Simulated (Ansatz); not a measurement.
`[NH2][Ti]([NH2])([NH2])[Cl]`, relaxed with RKS PBE0-D4/def2-TZVP in Ansatz 0.2.0 from a PBE-D4/def2-SVP geometry. The force threshold is 0.005 eV/Å; the program also tests the step.

Total charge 0; spin multiplicity 1.

Start:

```xyz
11

N    -1.199   -0.533   -1.165
Ti   -0.244   -0.077    0.384
N     1.347   -1.069    0.344
N     0.250    1.723    0.195
Cl   -1.434   -0.445    2.258
H    -1.756   -1.394   -1.232
H    -1.377    0.063   -1.979
H     1.959   -1.157    1.165
H     1.665   -1.700   -0.398
H    -0.404    2.495    0.379
H     1.194    2.092    0.049
```

**Question.** How much energy does the relaxation release, and in how many steps? (An estimate is asked.)

**Answer.** Ansatz gave: 0.79 kcal/mol, in 6 steps.

**Question.** Which bonds change most? (Estimate.)

**Answer.** The calculation gave: N3–H8 from 1.028 to 1.012 Å; N1–H6 from 1.028 to 1.012 Å; N4–H10 from 1.028 to 1.012 Å; N1–H7 from 1.024 to 1.009 Å.

**Question.** Give the relaxed structure. (Estimate.)

**Answer.** The calculation gave: 
```xyz
11

N    -1.200   -0.537   -1.162
Ti   -0.238   -0.073    0.376
N     1.347   -1.068    0.349
N     0.244    1.726    0.196
Cl   -1.421   -0.438    2.240
H    -1.749   -1.384   -1.231
H    -1.362    0.057   -1.961
H     1.949   -1.163    1.157
H     1.649   -1.683   -0.392
H    -0.397    2.487    0.384
H     1.177    2.078    0.044
```
